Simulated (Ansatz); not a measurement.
Cost and result for the atomization energy of C₂H₇BOS (12 atoms, 12 bonds).

Z-matrix (Å, degrees):
```
C
B 1 1.587
H 1 1.096 2 109.4
H 1 1.092 2 111.7 3 -117.8
H 1 1.097 2 115.3 3 120.7
C 2 1.551 1 119.2 3 -90.0
S 2 2.067 1 111.4 3 -163.2
H 2 1.199 1 120.5 3 68.9
O 6 1.352 2 124.9 1 3.1
H 6 1.086 2 123.0 1 164.8
H 7 1.342 2 98.2 1 -156.0
H 9 0.964 6 108.3 2 0.7
```

Total charge 0; spin multiplicity 1. The bonds changed during the relaxation, so this is another structure than the one it started from. All single points use the PBE0-D4/def2-TZVP geometry. It is one conformer, not always the lowest. Program: Ansatz. All runs use 4 threads of an AMD EPYC 7R43 on a shared host. Times are those of one run each, without the atoms' runs, and a repeat can differ threefold. Electronic energies, without spin–orbit coupling; frozen cores. CCSD(T)/CBS adds CCSD(T) − MP2 in def2-TZVPP to the MP2 limit, and its time is that of the two runs behind it. T1 = 0.013. B3LYP takes the VWN-RPA correlation (the form of Gaussian; ORCA's B3LYP/G).

CCSD(T)/CBS is a level of theory with its own doubt, some kJ/mol a heavy atom from the limit and from the frozen cores, so smaller differences don't rank the functionals.

```tsv
level	functions	wall time
PBE-D4/def2-TZVPP (with forces)	264	5.5 s
PBE0-D4/def2-TZVPP	264	6 s
r2SCAN-D4/def2-TZVPP (with forces)	264	7.5 s
B3LYP-D4/def2-TZVPP (with forces)	264	9.5 s
B2PLYP/def2-TZVPP	264	11 s
ωB97X-V/def2-TZVPP	264	13 s
ωB97M-V/def2-TZVPP (with forces)	264	18 s
MP2/def2-QZVPP	508	44 s
CCSD(T)/def2-TZVPP	264	4.3 min
CCSD(T)/CBS(def2)	–	5.1 min
```

Q: What atomization energy does each give, and how far from CCSD(T)/CBS? (Estimate.)

A: Computed: 
| level | atomization (kcal/mol) | difference from CCSD(T)/CBS | per bond |
| --- | --- | --- | --- |
| PBE-D4/def2-TZVPP (with forces) | 1085.2 | 30.3 | 2.5 |
| PBE0-D4/def2-TZVPP | 1064.9 | 10.0 | 0.8 |
| r2SCAN-D4/def2-TZVPP (with forces) | 1065.8 | 10.9 | 0.9 |
| B3LYP-D4/def2-TZVPP (with forces) | 1057.3 | 2.4 | 0.2 |
| B2PLYP/def2-TZVPP | 1045.0 | -9.9 | -0.8 |
| ωB97X-V/def2-TZVPP | 1058.5 | 3.6 | 0.3 |
| ωB97M-V/def2-TZVPP (with forces) | 1062.8 | 7.9 | 0.7 |
| MP2/def2-QZVPP | 1061.7 | 6.8 | 0.6 |
| CCSD(T)/def2-TZVPP | 1029.1 | -25.8 | -2.1 |
| CCSD(T)/CBS(def2) | 1054.9 | 0.0 | 0.0 |

In def2-TZVPP, CCSD(T) changes the Hartree–Fock value by +264.0 kcal/mol (the triples alone add +17.3 kcal/mol) and MP2 by +281.4 kcal/mol; breaking electron pairs costs correlation energy, which Hartree–Fock lacks. From PBE to PBE0 (25 % exact exchange), in def2-TZVPP and without D4, the atomization energy moves by −19.3 kcal/mol: exact exchange takes away binding that semilocal exchange gives to molecules. The D4 term adds +9.6 kcal/mol with B3LYP and +5.0 kcal/mol with PBE0; it sums over pairs of atoms, weighted by their polarisabilities, and B3LYP, whose exchange is more repulsive, gets the larger term.
